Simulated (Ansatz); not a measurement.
ClH$_{2}$SeSi, SMILES `Cl[SiH][SeH]` radical. The species carries charge 0 and has multiplicity 2. Correlated methods include outer-core shells of Se, which these sets cover unevenly. Scalar relativity is left out up to krypton.

```xyz
5

Cl   -1.8111   -1.0329    0.4425
Si    0.2113   -0.6391    0.3949
Se    0.7406    1.2856   -0.6774
H     0.6705   -0.4319    1.7965
H     0.1887    0.8183   -1.9565
```

Give the diagnostics of a CCSD(T)/def2-TZVPP run (frozen core, Ansatz). (Estimate.)

The calculation gave: T1 = 0.0125, largest single amplitude 0.035, largest double 0.019, (T) share of the correlation energy 4.0 %, 11 CCSD cycles. ⟨S²⟩ of the UHF reference is 0.758 against 0.75 for a pure state. T1 lies under the customary mark of 0.045 for open shells.
